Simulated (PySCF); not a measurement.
Species: C₇H₅FO₂.
SMILES: `C=Cc1cc(F)oc(=O)c1`

The calculation used TDDFT B3LYP/def2-SVPD, vertical, gas phase, core orbitals frozen in the response (PySCF). Isolated species at its PBE0-D3(BJ)/def2-SVP geometry (one conformer only). Torsions of this conformer, `[CH2:1]=[CH:2][c:3]1[cH:4][c:5]([F:6])[o:7][c:8](=[O:9])[cH:10]1`: C1–C2–C3–C4 1°.

Broadening: Gaussians 0.3 eV wide at half height, area fixed by f = 4.319×10⁻⁹ ∫ε dν̃. The width is an assumption, not a result. The curve ends short of the highest state used, and states not computed would add to its high-energy end.

E (eV), ε (L mol⁻¹ cm⁻¹) and a bar:
```
     3.54         23 
     3.59         84 
     3.65        329 
     3.70        864 #
     3.75       1942 #
     3.81       4192 ###
     3.86       6718 #####
     3.91       9230 #######
     3.97      11026 ########
     4.02      10794 ########
     4.08       8586 ######
     4.13       5990 ####
     4.18       3582 ###
     4.24       1577 #
     4.29        672 
     4.34        246 
     4.40         61 
     4.45         18 
     4.51          7 
     4.56          7 
     4.61         17 
     4.67         74 
     4.72        248 
     4.77        738 #
     4.83       2240 ##
     4.88       4778 ###
     4.94       9679 #######
     4.99      14716 ###########
     5.04      19180 ##############
     5.10      21509 ###############
     5.15      19976 ##############
     5.20      15907 ###########
     5.26       9894 #######
     5.31       5694 ####
     5.37       2748 ##
     5.42       2253 ##
     5.47       3752 ###
     5.53       8889 ######
     5.58      16366 ############
     5.63      25993 ###################
     5.69      36994 ##########################
     5.74      41910 ##############################
     5.80      39723 ############################
     5.85      32069 #######################
```

(1) Where are the band maxima, and which computed states make them?

(2) On this curve, what absorbance would a 10⁻³ mol/L sample give at 222 nm over a 1 cm path?

(3) Coming from long wavelengths, where does ε first pass 100 L mol⁻¹ cm⁻¹?

Results:

(1) 311 nm (3.99 eV), ε about 11000, made up of S1 (100%); 243 nm (5.10 eV), ε about 22000, made up of S3 (100%); 215 nm (5.76 eV), ε about 42000, made up of S4 (100%) (ε in L mol⁻¹ cm⁻¹; maxima over ε = 5, shares over 10%). The states used: S1 3.99 eV (f 0.124); S2 4.59 eV (f 0.0001); S3 5.10 eV (f 0.239); S4 5.76 eV (f 0.470); S5 6.23 eV (f 0.0024); S6 6.45 eV (f 0.0004).

(2) 222 nm is 5.585 eV, where ε is about 17000 L mol⁻¹ cm⁻¹, so A = ε c l ≈ 17 (Beer–Lambert, with the gas-phase spectrum and the assumed width).

(3) At about 345 nm (3.60 eV), 0.39 eV below S1.

On Intel Xeon Platinum 8488C, one thread, shared host, this took 61 s wall and 1.0 GiB of memory at its peak.
